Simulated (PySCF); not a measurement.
**`COCOc1ncc[se]1`, C₅H₇NO₂Se**

Molfile (atoms numbered from 1):
```
C5H7NO2Se
     RDKit          3D

 16 16  0  0  0  0  0  0  0  0999 V2000
   -2.6727    0.8015    0.4348 C   0  0  0  0  0  0  0  0  0  0  0  0
   -1.7694    0.3540   -0.5592 O   0  0  0  0  0  0  0  0  0  0  0  0
   -1.2437   -0.8963   -0.3223 C   0  0  0  0  0  0  0  0  0  0  0  0
   -0.3947   -0.9314    0.8189 O   0  0  0  0  0  0  0  0  0  0  0  0
    0.8434   -0.4723    0.6585 C   0  0  0  0  0  0  0  0  0  0  0  0
    1.4275   -0.1699   -0.4334 N   0  0  0  0  0  0  0  0  0  0  0  0
    2.7105    0.2444   -0.2503 C   0  0  0  0  0  0  0  0  0  0  0  0
    3.1872    0.2807    1.0148 C   0  0  0  0  0  0  0  0  0  0  0  0
    1.8849   -0.2727    2.2405 Se  0  0  0  0  0  2  0  0  0  0  0  0
   -3.5185    0.1109    0.5264 H   0  0  0  0  0  0  0  0  0  0  0  0
   -2.1799    0.8963    1.4068 H   0  0  0  0  0  0  0  0  0  0  0  0
   -3.0245    1.7760    0.1058 H   0  0  0  0  0  0  0  0  0  0  0  0
   -0.6726   -1.1705   -1.2151 H   0  0  0  0  0  0  0  0  0  0  0  0
   -2.0260   -1.6388   -0.0989 H   0  0  0  0  0  0  0  0  0  0  0  0
    3.2701    0.5176   -1.1279 H   0  0  0  0  0  0  0  0  0  0  0  0
    4.1708    0.5796    1.3243 H   0  0  0  0  0  0  0  0  0  0  0  0
  1  2  1  0
  2  3  1  0
  3  4  1  0
  4  5  1  0
  5  6  2  0
  6  7  1  0
  7  8  2  0
  8  9  1  0
  9  5  1  0
  1 10  1  0
  1 11  1  0
  1 12  1  0
  3 13  1  0
  3 14  1  0
  7 15  1  0
  8 16  1  0
M  END
```

Theory: GIAO KT2/cc-pVDZ magnetisability, rotational g tensor and spin-rotation constants, non-relativistic, gas phase (PySCF). Geometry: GFN2-xTB.

The calculation is non-relativistic, which matters for the atoms heavier than Zn.

Problem. What are the magnetisability and the molar susceptibility?

Solution. Isotropic -1494 × 10⁻³⁰ J/T², or -90.0 × 10⁻⁶ cm³/mol; principal values -1880, -1324, -1278 × 10⁻³⁰ J/T², anisotropy 580 × 10⁻³⁰ J/T² (root of half the summed squared differences of the principal values). The susceptibility is in cgs units.

Problem. Split it along the inertial axes a, b, c into diamagnetic and paramagnetic parts about the centre of mass, with the quadrupole moment.

Solution. 
| axis | χ (10⁻⁶ cm³/mol) | diamagnetic (10⁻⁶ cm³/mol) | paramagnetic (10⁻⁶ cm³/mol) | summed x² of all electrons (Å²) | quadrupole Θ (D Å) |
| --- | --- | --- | --- | --- | --- |
| a | -82.4 | -593.9 | 511.5 | 378.6 | +8.19 |
| b | -78.9 | -1778.3 | 1699.4 | 99.4 | -3.39 |
| c | -108.6 | -2027.8 | 1919.2 | 40.6 | -4.80 |

Anisotropies 2χaa − χbb − χcc = +22.6 and 2χbb − χaa − χcc = +33.3 × 10⁻⁶ cm³/mol. Θ is traceless in Buckingham's convention.

Problem. And the rotational g tensor?

Solution. 
| axis | rotational constant (GHz) | g | nuclear part | electronic part |
| --- | --- | --- | --- | --- |
| a | 2.4386 | -0.0344 | 0.5515 | -0.5860 |
| b | 0.6851 | -0.0086 | 0.5384 | -0.5470 |
| c | 0.5913 | +0.0010 | 0.5342 | -0.5331 |

Asymmetric top; isotopes 12C, 1H, 14N, 16O, 80Se; no vibrational averaging.
